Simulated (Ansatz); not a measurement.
Reaction (ligand exchange at the Si–C bond): `FC(Cl)=C=C[SiH3]` + `C[O][Zn][OH]` → `C[O][Zn][O][SiH3]` + `C=C=C(F)Cl`

Program: Ansatz. Geometries: PBE0-D4/def2-TZVP. ΔE: electronic, gas phase. CCSD(T)/CBS is the MP2 limit (def2-TZVPP, def2-QZVPP) plus CCSD(T) − MP2 in def2-TZVPP, frozen cores. For Zn outer-core shells are correlated without core-valence functions, which leaves a few kJ/mol of doubt a bond. Scalar relativity is left out up to krypton. One conformer a species, not always the lowest.

`FC(Cl)=C=C[SiH3]`:

Cartesian coordinates in Å:
```
F 0.371 2.195 -2.110
C 0.227 0.883 -1.937
Cl 0.851 -0.032 -3.240
C -0.340 0.363 -0.890
C -0.848 -0.178 0.178
Si 0.214 -0.624 1.655
H -1.921 -0.373 0.210
H -0.271 0.113 2.850
H 0.095 -2.081 1.922
H 1.621 -0.265 1.362
```

`C[O][Zn][OH]`:

Cartesian coordinates in Å:
```
C 1.248 -0.669 0.634
O 0.768 0.522 0.074
Zn -0.824 0.748 -0.649
O -2.334 1.072 -1.506
H 2.272 -0.498 0.984
H 1.282 -1.497 -0.087
H 0.658 -1.001 1.498
H -3.071 1.322 -0.947
```

`C[O][Zn][O][SiH3]`:

Cartesian coordinates in Å:
```
C -2.478 1.393 0.493
O -1.341 1.631 -0.292
Zn -0.022 0.499 -0.562
O 1.349 -0.513 -0.983
Si 2.457 -1.516 -0.348
H -2.235 1.203 1.547
H -3.078 0.548 0.128
H -3.112 2.285 0.458
H 3.554 -1.722 -1.331
H 1.861 -2.842 -0.018
H 3.045 -0.965 0.908
```

`C=C=C(F)Cl`:

Cartesian coordinates in Å:
```
C -0.066 -0.884 -1.055
C 0.043 -0.069 -0.050
C 0.133 0.752 0.950
F 1.195 0.810 1.750
Cl -1.082 1.872 1.389
H -0.496 -1.875 -0.936
H 0.272 -0.605 -2.049
```

| species | HF/def2-TZVPP energy (Eh) |
| --- | --- |
| `FC(Cl)=C=C[SiH3]` | -963.82828 |
| `C[O][Zn][OH]` | -1967.81968 |
| `C[O][Zn][O][SiH3]` | -2257.97933 |
| `C=C=C(F)Cl` | -673.71686 |

Work out ΔE.

ΔE = (-2257.97933) + (-673.71686) − (-963.82828) − (-1967.81968) = -0.04823 Eh = -30.3 kcal/mol. CCSD(T)/CBS gives -24.0 kcal/mol.

Largest T1 diagnostic among the species: 0.017.

In def2-TZVPP, CCSD(T) changes the Hartree–Fock value by +5.9 kcal/mol (the triples alone add +1.0 kcal/mol) and MP2 by +6.4 kcal/mol. From PBE to PBE0 (25 % exact exchange), in def2-TZVPP and without D4, ΔE moves by −2.2 kcal/mol.
